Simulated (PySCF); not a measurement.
An unknown is described by computed data only.

Formula: CH14ClNSi5.

| Property | Result |
| --- | --- |
| Dipole | 1.01 D [PBE0/pcSseg-1] |
| 13C NMR | chemical shifts (computed TMS as zero) by class: -10.1 (1 C) ppm [GIAO PBE0/pcSseg-1] |
| NMR, other nuclei | isotropic shieldings of nuclei other than C and H, by class: 241 (1 N), 366 (1 Si), 368 (1 Si), 398 (1 Si), 423 (2 Si), 926 (1 Cl) ppm [GIAO PBE0/pcSseg-1] |
| Rotational structure | rotational constants A, B, C: 0.923, 0.461, 0.421 GHz [GFN2-xTB] |
| 1H NMR | chemical shifts (computed TMS as zero) by class: 5.31 (2 H), 4.99 (2 H), 4.82 (3 H), 4.09 (6 H), -0.31 (1 H) ppm [GIAO PBE0/pcSseg-1] |

Electronic properties: PySCF, gas phase, density fitting. Levels stand in brackets. Geometry: GFN2-xTB, one conformer, isolated molecule. GFN2-xTB frequencies show an imaginary mode (44i cm⁻¹), so this geometry is no minimum at that level. NMR values are class means; diastereotopic atoms form classes of their own.

**Question.** What is the compound? Reason from the data.

**Answer.** Numbering: `[SiH3:1][CH:2]([SiH3:3])[SiH2:4][N:5]([SiH3:6])[SiH2:7][Cl:8]`. Its formula, CH14ClNSi5, gives 0 degrees of unsaturation, so no ring and no π bond. The one carbon: sp3 carbon bound to silicon [C2] (-10.1 ppm). Hydrogen classes from least to most shielded: 2 H on a chlorine-bound silicon, Si7 (5.31 ppm), 2 H on an SiH2 silicon, Si4 (4.99 ppm), 3 H on an SiH3 silicon, Si6 (4.82 ppm), 6 H on 2 SiH3 silicons, Si1/Si3 (4.09 ppm, a mean of values up to 0.6 ppm apart in this geometry), 1 H on an sp3 carbon bound to silicon, C2 (-0.31 ppm). The other shieldings belong to: 241 ppm, nitrogen bridging silicon atoms [N5]; 366 ppm, SiH2 silicon [Si4]; 368 ppm, chlorine-bound silicon [Si7]; 398 ppm, SiH3 silicon [Si6]; 423 ppm, SiH3 silicon [Si1/Si3]; 926 ppm, silicon-bound chlorine [Cl8]. The optimised geometry has point group C1 and is an asymmetric top. Structure: `[SiH3]C([SiH3])[SiH2]N([SiH3])[SiH2]Cl`. Computed isomers that give other values at the same levels: `[SiH3]N([SiH3])C[SiH2][Si@H]([SiH3])Cl` (13C chemical shifts (computed TMS as zero) by class: 32.5 (1 C) ppm); `[SiH3][C@@H]([SiH2]Cl)[SiH2]N([SiH3])[SiH3]` (13C chemical shifts (computed TMS as zero) by class: -3.0 (1 C) ppm); `[SiH3][SiH2]C[SiH2]N([SiH3])[SiH2]Cl` (13C chemical shifts (computed TMS as zero) by class: -5.2 (1 C) ppm). The assignments are read from this structure; whether some other isomer fits the data as well wasn't checked.

Conformer computed: `[SiH3:1][CH:2]([SiH3:3])[SiH2:4][N:5]([SiH3:6])[SiH2:7][Cl:8]`: Si1–C2–Si4–N5 -60°, C2–Si4–N5–Si6 104°, Si4–N5–Si7–Cl8 95°.
